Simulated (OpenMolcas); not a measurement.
A run on V.

```json
{
  "Program": "OpenMolcas 26.06",
  "Method": "SS-CASPT2, IPEA 0.3 Eh, no level shift (closed shells correlated: none)",
  "Basis": "ANO-R1 [5s3p3d1f]",
  "Scalar Hamiltonian": "X2C, finite nucleus",
  "Active space": "5 electrons in 6 orbitals (3d 4s)",
  "State averaging": "2S+1 = 6 even, 5 roots; 2S+1 = 4 even, 33 roots (26 in the spin-orbit step); 2S+1 = 2 even, 9 roots",
  "Spin-orbit coupling": "state interaction with AMFI integrals over the reference wave functions, term energies averaged over their components"
}
```

First CASPT2 step and the start of its output:

```
&CASPT2
Multistate=5 1 2 3 4 5
Frozen=3 6
IPEA=0.3
MaxIter=60
WThr=0.0 0.3 0.05
PrWF=0.5
NoMix
```

```
--- CASPT2 ---
Orbital specifications:
      -----------------------

      Symmetry species                           1   2
                                                ag  au
      Frozen orbitals                            3   6
      Inactive orbitals                          0   0
      Active orbitals                            6   0
      Secondary orbitals                        11  10
      Deleted orbitals                           0   0
      Number of basis functions                 20  16
Type of calculation                        MS-CASPT2
      Fock operator                              state-specific
      IPEA shift                                 0.30
      Real shift                                 0.00
      Imaginary shift                            0.00
      The input orbitals will be transformed to quasi-canonical
Reference energy:        -948.1377781270
      E2 (Non-variational):      -0.0617997522
      E2 (Variational):          -0.0617997511
      Total energy:            -948.1995778781
      Residual norm:              0.0000003005
      Reference weight:           0.95992
      Contributions to the CASPT2 correlation energy
      Active & Virtual Only:         -0.0617997522
      One Inactive Excited:           0.0000000000
      Two Inactive Excited:           0.0000000000
Reference energy:        -948.1377781270
      E2 (Non-variational):      -0.0621662083
      E2 (Variational):          -0.0621662038
      Total energy:            -948.1999443308
      Residual norm:              0.0000005364
      Reference weight:           0.95753
      Contributions to the CASPT2 correlation energy
      Active & Virtual Only:         -0.0621662083
      One Inactive Excited:           0.0000000000
...
```

Over all roots the printed reference weights run from 0.62 to 0.98, and roots that are degenerate in the reference spread by up to 1900 cm-1.

**Question.** Did the run give usable levels, and if not, why?

**Answer.** No. The equations converged, but the reference weight falls to 0.62 for at least one root against 0.98 for the best. A drop of that size marks an intruder state, so the energies of such roots and the levels built on them can't be trusted.
